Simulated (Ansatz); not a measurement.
Two isomers of C2H4FNOSi: A = `N[Si]1(F)C=CO1`, B = `C[SiH](F)N=C=O`.

Gas-phase electronic energies from Ansatz, PBE0-D4/def2-TZVP geometries. CCSD(T)/CBS adds triple-zeta CCSD(T) − MP2 to the extrapolated MP2 energy (def2 sets, frozen cores). DFT in def2-TZVPP. B3LYP here is the variant with VWN-RPA as its local correlation; programs differ in this. One conformer a species, not always the lowest.

A:

Z-matrix (Å, degrees):
```
Si
F 1 1.587
C 1 1.820 2 121.1
O 1 1.713 2 108.6 3 88.1
N 1 1.680 2 105.1 3 -143.5
C 1 2.130 2 123.3 3 46.1
H 3 1.076 1 147.8 2 -75.6
H 5 1.005 1 122.5 2 174.8
H 5 1.006 1 122.2 2 -22.9
H 6 1.087 1 169.5 2 84.1
```

B:

```xyz
10

C     1.018   -0.407   -1.190
Si    0.432   -0.163    0.539
F     0.331   -1.576    1.273
N    -1.125    0.530    0.526
C    -2.180    0.940    0.909
O    -3.216    1.351    1.240
H     0.330   -1.051   -1.743
H     2.008   -0.869   -1.200
H     1.081    0.552   -1.709
H     1.321    0.692    1.354
```

Task: Which is lower in electronic energy at CCSD(T)/CBS, and by how much? (Best estimate.)

Result: The calculation gave: B, by 47.2 kJ/mol.

Task: Give E(B) − E(A) in kJ/mol with CCSD(T)/def2-TZVPP, MP2/def2-TZVPP, HF/def2-TZVPP, r2SCAN-D4, ωB97M-V, CCSD/def2-TZVPP, B3LYP. (Estimate.)

Result: Computed: CCSD(T)/def2-TZVPP -56.8, MP2/def2-TZVPP -62.2, HF/def2-TZVPP -86.0, r2SCAN-D4 -70.7, ωB97M-V -53.0, CCSD/def2-TZVPP -55.5, B3LYP -82.5. None reverses the order clearly.

Largest T1 diagnostic: 0.014.

The D4 term adds +3.3 kJ/mol with B3LYP and +1.5 kJ/mol with PBE0; it sums over pairs of atoms, weighted by their polarisabilities, and B3LYP, whose exchange is more repulsive, gets the larger term. In def2-TZVPP, CCSD(T) changes the Hartree–Fock value by +29.1 kJ/mol (the triples alone add −1.3 kJ/mol) and MP2 by +23.7 kJ/mol.
